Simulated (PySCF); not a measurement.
MgBrI, SMILES [I][Mg][Br]. The structure is a stationary point at PBE0-D3(BJ)/def2-TZVP. The def2 effective core potentials stand for the cores of I; spin–orbit coupling is left out.

Method: PBE0-D3(BJ)/def2-TZVP run with PySCF.

Harmonic wavenumbers (cm⁻¹): 86, 86, 167, 497. Rotational constants (GHz): 0.4350 (linear); symmetry number 1.

Task: Work out the zero-point energy and the ideal-gas rigid-rotor harmonic-oscillator thermochemistry at 298.15 K and 1 atm.

Result: ZPE = ½ Σ hcν = ½ × 837 cm⁻¹ = 5.00 kJ/mol. H − E(el) = 19.88 kJ/mol. Entropy in J/(mol K): translation 176.63, rotation 87.86, vibration 44.41, total 308.90. G − E(el) = -72.21 kJ/mol. Cp = 58.63 J/(mol K). Modes under 150 cm⁻¹ make the vibrational entropy uncertain.
